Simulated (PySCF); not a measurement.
Molecule (SMILES): [Al][Cl] (Al-Cl) (closed-shell singlet).
Geometry (B3LYP-D3(BJ)/def2-TZVP, fixed):
```
Al
Cl 1 2.1602
```
Charge 0, spin multiplicity 1.

How fast the mean static polarisability converges with the basis for several methods (PySCF): deviation from each method's own reference, in %. References: HF 53.80 bohr³, the value in aug-pcseg-3; PBE 55.41 bohr³, the value in aug-pcseg-3; PBE0 54.07 bohr³, the value in aug-pcseg-3. All functions are spherical. Density fitting with generated auxiliary sets. No added dispersion term, no relativity. 

```json
[
 {"basis": "def2-SVP", "functions": "36", "HF": "-17.7", "PBE": "-19.1", "PBE0": "-17.9"},
 {"basis": "aug-pcseg-1", "functions": "54", "HF": "-0.3", "PBE": "-1.1", "PBE0": "-0.9"},
 {"basis": "pcseg-2", "functions": "68", "HF": "-12.9", "PBE": "-13.2", "PBE0": "-12.5"},
 {"basis": "6-311++G(3df,3pd)", "functions": "94", "HF": "-1.7", "PBE": "-1.9", "PBE0": "-1.6"},
 {"basis": "def2-TZVPPD", "functions": "99", "HF": "-0.1", "PBE": "-0.4", "PBE0": "-0.2"},
 {"basis": "cc-pV(Q+d)Z", "functions": "128", "HF": "-2.9", "PBE": "-3.8", "PBE0": "-3.2"},
 {"basis": "cc-pV(5+d)Z", "functions": "200", "HF": "-1.8", "PBE": "-2.4", "PBE0": "-2.0"},
 {"basis": "pcseg-4", "functions": "210", "HF": "-1.3", "PBE": "-1.7", "PBE0": "-1.4"}
]
```

Mean absolute deviation over pcseg-2, 6-311++G(3df,3pd), def2-TZVPPD: PBE0 4.8, HF 4.9, PBE 5.2 %.
